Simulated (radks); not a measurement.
Neutral cerium, configuration [Xe] 4f2 6s2 (not the ground configuration). Calculated with a radial shooting solver on a logarithmic mesh with Libxc functionals: non-relativistic Kohn-Sham, PBE, spin-polarised, spherical densities, point nucleus; open shells are filled with parallel spins first (spin-orbit coupling, left out, can overturn this in heavy ions); relativity is left out, which matters for an element this heavy. Some entries of the table are withheld. Estimate them.

| orbital | occ. | eigenvalue (Ry) | <r> (bohr) | r(max) (bohr) |
|---|---|---|---|---|
| 1s up | 1 | -2814.498 | 0.02618 | 0.01735 |
| 1s down | 1 | -2814.498 | 0.02618 | 0.01735 |
| 2s up | 1 | -437.1356 | 0.1121 | 0.09545 |
| 2s down | 1 | -437.1352 | 0.1121 | 0.09545 |
| 2p up | 3 | -413.4252 | 0.09527 | 0.07446 |
| 2p down | 3 | -413.4251 | 0.09527 | 0.07446 |
| 3s up | 1 | -93.53627 | 0.2935 | 0.2688 |
| 3s down | 1 | -93.49502 | 0.2934 | 0.2688 |
| 3p up | 3 | -83.28551 | 0.2834 | 0.2557 |
| 3p down | 3 | -83.24757 | 0.2833 | 0.2556 |
| 3d up | 5 | -64.19913 | 0.2542 | 0.2062 |
| 3d down | 5 | -64.17127 | 0.2541 | 0.2061 |
| 4s up | 1 | -18.39745 | 0.6698 | 0.6223 |
| 4s down | 1 | -18.29343 | 0.6696 | 0.6221 |
| 4p up | 3 | -14.58142 | 0.6907 | 0.6327 |
| 4p down | 3 | -14.47664 | 0.6905 | 0.6325 |
| 4d up | 5 | -7.89857 | 0.7470 | 0.6533 |
| 4d down | 5 | -7.79255 | 0.7469 | 0.6530 |
| 5s up | 1 | (1) | 1.620 | 1.456 |
| 5s down | 1 | (2) | 1.631 | 1.463 |
| 5p up | 3 | -1.52851 | 1.833 | 1.600 |
| 5p down | 3 | -1.47807 | 1.850 | 1.610 |
| 4f up | 2 | -0.27370 | 1.145 | 0.7052 |
| 6s up | 1 | -0.24068 | 4.762 | (3) |
| 6s down | 1 | -0.23482 | 4.822 | (4) |
| 4f down | 0 | -0.18158 | 1.190 | 0.7058 |

Answer. 
(1) 5s up eigenvalue (Ry): -2.53155
(2) 5s down eigenvalue (Ry): -2.46848
(3) 6s up r(max) (bohr): 4.126
(4) 6s down r(max) (bohr): 4.183
